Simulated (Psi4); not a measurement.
zinc atom (Zn), singlet. Base run: B3LYP/cc-pVTZ (Psi4).

Psi4 was given this input:
```
memory 2 GB

molecule {
0 1
Zn    0.00000000    0.00000000    0.00000000
}

set {
  basis cc-pvtz
}

energy('b3lyp')
print_variables()
```

Variants of this job, named by their change:

| change | ΔE vs base (mEh) | SCF cycles | grid points | basis functions | outcome |
|---|---|---|---|---|---|
| base | 0.000 | 11 | 21436 | 68 | converged |
| scf_type = dfdirj+cosx | - | - | - | 68 | stopped with an error |
| dft_radial_scheme = mura | 0.009 | 11 | 21738 | 68 | converged |
| d_convergence = 1e-8 | 0.000 | 13 | 21436 | 68 | converged |
| guess = sap | 0.000 | 6 | 21436 | 68 | converged |
| dft_nuclear_scheme = becke | 0.000 | 11 | 21436 | 68 | converged |
| damping_percentage = 20 | 0.000 | 23 | 21436 | 68 | converged |
| level_shift = 1.0 | 0.000 | 10 | 21436 | 68 | converged |
| guess = sadno | 0.000 | 8 | 21436 | 68 | converged |
| dft_spherical_points = 590 | 0.000 | 11 | 41300 | 68 | converged |
| basis_guess = sto-3g | - | - | - | 18 | not converged |
| damping_percentage = 50 | -0.023 | 60 | 21436 | 68 | converged |
| dft_spherical_points = 194 | 0.000 | 11 | 13768 | 68 | converged |

- scf_type = dfdirj+cosx: ended with `Exception: ADIIS minimization failed. File a bug, and include your entire input and output files.`
